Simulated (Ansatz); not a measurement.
Geometry optimisation, RKS revPBE-D4/6-31G* (Ansatz).

input.yaml

```yaml
crystal:
  periodic: [false, false, false]
  atoms:
    - { symbol: "N", position_ang: [-0.5262, 1.62, -0.6326] }
    - { symbol: C, position_ang: [0.1108, 0.9652, 0.2017] }
    - { symbol: Si, position_ang: [0.1686, -0.9069, 0.2044] }
    - { symbol: F, position_ang: [-0.43402, -1.43994, 1.51488] }
    - { symbol: H, position_ang: [-1.0705, 1.0509, -1.3306] }
    - { symbol: H, position_ang: [0.6999, 1.5007, 0.9775] }
    - { symbol: H, position_ang: [-0.69515, -1.46096, -0.94428] }
    - { symbol: H, position_ang: [1.52647, -1.39564, -0.04385] }
basis:
  gaussian: { orbitals: "6-31G*" }
hamiltonian:
  xc: revpbe
  dispersion: d4
relax:
  f_tol: 0.015
  max_steps: 40
```

Run as:

```bash
$ ansatz run input.yaml --threads 1 --pin off --max-ram 2048MiB --backend cpu --events-out ev --progress --plain --runs-dir out
```

Where does it end, and by what steps?

The run converged. After 7 steps the energy has fallen by 0.386 eV; F4 moved furthest, 0.15 Å.

| step | energy less start (eV) | largest force component (eV/Å) | accepted |
| --- | --- | --- | --- |
| 0 | 0.0000 | 3.604 | yes |
| 1 | -0.3000 | 2.058 | yes |
| 2 | -0.3628 | 0.364 | yes |
| 3 | -0.3503 | 0.867 | no |
| 4 | -0.3842 | 0.144 | yes |
| 5 | -0.3854 | 0.031 | yes |
| 6 | -0.3856 | 0.026 | yes |
| 7 | -0.3856 | 0.008 | yes |

```xyz
8
Properties=species:S:1:pos:R:3
N -0.532 1.685 -0.681
C 0.093 0.961 0.190
Si 0.158 -0.942 0.187
F -0.380 -1.549 1.604
H -1.030 1.071 -1.357
H 0.650 1.524 0.964
H -0.741 -1.387 -0.932
H 1.563 -1.430 -0.027
```

The run took 19 s on 1 CPU thread of a shared host.
